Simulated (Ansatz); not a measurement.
`C[SiH]([SiH3])BO` + `[NH2][Mg][OH]` → `[NH2][Mg][O][SiH3]` + `C[SiH2]BO`  (cleavage of the Si–Si bond)

Calculated with Ansatz (gas phase, PBE0-D4/def2-TZVP geometries, no zero-point term in ΔE). CBS: MP2 limit from def2 TZ/QZ plus the TZ coupled-cluster correction, frozen cores. Functionals use def2-TZVPP. B3LYP here is the variant with VWN-RPA as its local correlation; programs differ in this. HSE06 is defined as in plane-wave codes. For Mg outer-core shells are correlated without core-valence functions, which leaves a few kJ/mol of doubt a bond. One conformer a species, not always the lowest.

```json
{"level": "LDA (SPW92)", "ΔE (kcal/mol)": "-22.0", "difference from CCSD(T)/CBS": "6.4"}
{"level": "revPBE-D4", "ΔE (kcal/mol)": "-21.3", "difference from CCSD(T)/CBS": "7.1"}
{"level": "BLYP-D4", "ΔE (kcal/mol)": "-25.7", "difference from CCSD(T)/CBS": "2.7"}
{"level": "r2SCAN-D4", "ΔE (kcal/mol)": "-26.2", "difference from CCSD(T)/CBS": "2.2"}
{"level": "PBE0-D4", "ΔE (kcal/mol)": "-23.5", "difference from CCSD(T)/CBS": "4.9"}
{"level": "B3LYP-D4", "ΔE (kcal/mol)": "-27.2", "difference from CCSD(T)/CBS": "1.2"}
{"level": "r2SCAN0-D4", "ΔE (kcal/mol)": "-27.0", "difference from CCSD(T)/CBS": "1.4"}
{"level": "HSE06-D4", "ΔE (kcal/mol)": "-23.4", "difference from CCSD(T)/CBS": "5.0"}
{"level": "BHLYP-D4", "ΔE (kcal/mol)": "-30.0", "difference from CCSD(T)/CBS": "-1.6"}
{"level": "ωB97X-V", "ΔE (kcal/mol)": "-27.3", "difference from CCSD(T)/CBS": "1.1"}
{"level": "ωB97M-V", "ΔE (kcal/mol)": "-28.1", "difference from CCSD(T)/CBS": "0.3"}
{"level": "B2PLYP", "ΔE (kcal/mol)": "-29.4", "difference from CCSD(T)/CBS": "-1.0"}
{"level": "PBE-QIDH", "ΔE (kcal/mol)": "-27.3", "difference from CCSD(T)/CBS": "1.1"}
{"level": "PBE", "ΔE (kcal/mol)": "-22.1", "difference from CCSD(T)/CBS": "6.3"}
{"level": "revPBE", "ΔE (kcal/mol)": "-22.3", "difference from CCSD(T)/CBS": "6.1"}
{"level": "BLYP", "ΔE (kcal/mol)": "-27.3", "difference from CCSD(T)/CBS": "1.1"}
{"level": "r2SCAN", "ΔE (kcal/mol)": "-26.5", "difference from CCSD(T)/CBS": "1.9"}
{"level": "PBE0", "ΔE (kcal/mol)": "-24.3", "difference from CCSD(T)/CBS": "4.1"}
{"level": "B3LYP", "ΔE (kcal/mol)": "-28.7", "difference from CCSD(T)/CBS": "-0.3"}
{"level": "r2SCAN0", "ΔE (kcal/mol)": "-27.4", "difference from CCSD(T)/CBS": "1.0"}
{"level": "HSE06", "ΔE (kcal/mol)": "-24.3", "difference from CCSD(T)/CBS": "4.1"}
{"level": "BHLYP", "ΔE (kcal/mol)": "-31.5", "difference from CCSD(T)/CBS": "-3.1"}
{"level": "CAM-B3LYP", "ΔE (kcal/mol)": "-30.0", "difference from CCSD(T)/CBS": "-1.6"}
{"level": "LC-ωPBE", "ΔE (kcal/mol)": "-26.2", "difference from CCSD(T)/CBS": "2.2"}
{"level": "RPA@PBE/def2-TZVPP", "ΔE (kcal/mol)": "-29.3", "difference from CCSD(T)/CBS": "-0.9"}
{"level": "HF/def2-SVP", "ΔE (kcal/mol)": "-33.7", "difference from CCSD(T)/CBS": "-5.3"}
{"level": "MP2/def2-SVP", "ΔE (kcal/mol)": "-28.6", "difference from CCSD(T)/CBS": "-0.2"}
{"level": "CCSD/def2-SVP", "ΔE (kcal/mol)": "-28.4", "difference from CCSD(T)/CBS": "0.0"}
{"level": "CCSD(T)/def2-SVP", "ΔE (kcal/mol)": "-27.7", "difference from CCSD(T)/CBS": "0.7"}
{"level": "HF/def2-TZVPP", "ΔE (kcal/mol)": "-35.8", "difference from CCSD(T)/CBS": "-7.4"}
{"level": "MP2/def2-TZVPP", "ΔE (kcal/mol)": "-29.3", "difference from CCSD(T)/CBS": "-0.9"}
{"level": "SCS-MP2/def2-TZVPP", "ΔE (kcal/mol)": "-31.1", "difference from CCSD(T)/CBS": "-2.7"}
{"level": "CCSD/def2-TZVPP", "ΔE (kcal/mol)": "-29.4", "difference from CCSD(T)/CBS": "-1.0"}
{"level": "CCSD(T)/def2-TZVPP", "ΔE (kcal/mol)": "-28.4", "difference from CCSD(T)/CBS": "0.0"}
{"level": "HF/def2-QZVPP", "ΔE (kcal/mol)": "-36.5", "difference from CCSD(T)/CBS": "-8.1"}
{"level": "MP2/def2-QZVPP", "ΔE (kcal/mol)": "-29.6", "difference from CCSD(T)/CBS": "-1.2"}
{"level": "SCS-MP2/def2-QZVPP", "ΔE (kcal/mol)": "-31.2", "difference from CCSD(T)/CBS": "-2.8"}
{"level": "HF/CBS(def2)", "ΔE (kcal/mol)": "-36.6", "difference from CCSD(T)/CBS": "-8.2"}
{"level": "MP2/CBS(def2)", "ΔE (kcal/mol)": "-29.3", "difference from CCSD(T)/CBS": "-0.9"}
{"level": "CCSD/CBS(def2)", "ΔE (kcal/mol)": "-29.4", "difference from CCSD(T)/CBS": "-1.0"}
{"level": "CCSD(T)/CBS", "ΔE (kcal/mol)": "-28.4", "difference from CCSD(T)/CBS": "0"}
```

Largest T1 diagnostic among the species: 0.014.

In def2-TZVPP, CCSD(T) changes the Hartree–Fock value by +7.5 kcal/mol (the triples alone add +1.0 kcal/mol) and MP2 by +6.5 kcal/mol. Leaving LDA and LC-ωPBE aside and taking each functional with its dispersion term where it has one, the values, not all of them listed here, spread over 8.8 kcal/mol, from BHLYP-D4 to PBE-D4. From BLYP to BHLYP (50 % exact exchange), in def2-TZVPP and without D4, ΔE moves by −4.3 kcal/mol.

CCSD(T)/CBS has its own doubt, a few kJ/mol and more with outer-core shells, so smaller differences from it don't rank the levels.
